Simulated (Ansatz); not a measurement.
The same path of CH₆BClO₂ (11 atoms, charge 0, multiplicity 1) was run 3 times with different band settings. Lost on the way: B1–O2, O6–H11. Made: O2–H11.

Method: RKS PBE-D4/def2-SVP (Ansatz).

Relaxed end points:

```xyz
11
Properties=species:S:1:pos:R:3
B 0.059 -0.008 0.428
O -0.941 -0.750 1.037
H -1.817 -0.389 0.817
Cl 1.671 -0.909 0.366
H -0.168 0.732 -0.520
O 0.454 1.243 1.668
C 1.449 2.219 1.298
H 2.381 1.719 0.966
H 1.024 2.795 0.457
H 1.641 2.897 2.152
H 0.814 0.678 2.387
```

```xyz
11
Properties=species:S:1:pos:R:3
B 0.213 0.522 0.206
O -0.640 -0.007 1.833
H -0.185 -0.873 1.926
Cl 1.550 -0.775 0.278
H -0.684 0.282 -0.583
O 0.543 1.836 0.380
C 1.615 2.271 1.195
H 2.533 1.669 1.022
H 1.825 3.333 0.957
H 1.350 2.198 2.274
H -1.555 -0.227 1.567
```

Common settings: movable images 7; climbing image yes; optimiser quadratic models (default); force threshold 0.03 eV/Å; iteration limit 60; end points relaxed.

| run | spring | start path |
| --- | --- | --- |
| 1 | 5.0 eV/Å² | through a guess of the saddle point |
| 2 | 5.0 eV/Å² | straight line |
| 3 | 0.1 eV/Å² | through a guess of the saddle point |

Problem. What does each run give, and how far can it be trusted?

Solution. Run 1: converged after 17 iterations, highest image 0.485 eV above the first end. A vibrational analysis at the climbing image gives 2 clearly imaginary modes (1006i, 87i cm⁻¹): a point of higher order, so a lower path passes nearby.
Run 2: converged after 24 iterations, highest image 0.466 eV above the first end. The order of the stationary point at the top wasn't checked.
Run 3: converged after 21 iterations, highest image 0.465 eV above the first end. The order of the stationary point at the top wasn't checked.
The orbitals stay closed-shell, which can raise the energy where a bond breaks towards radicals; this wasn't checked here.
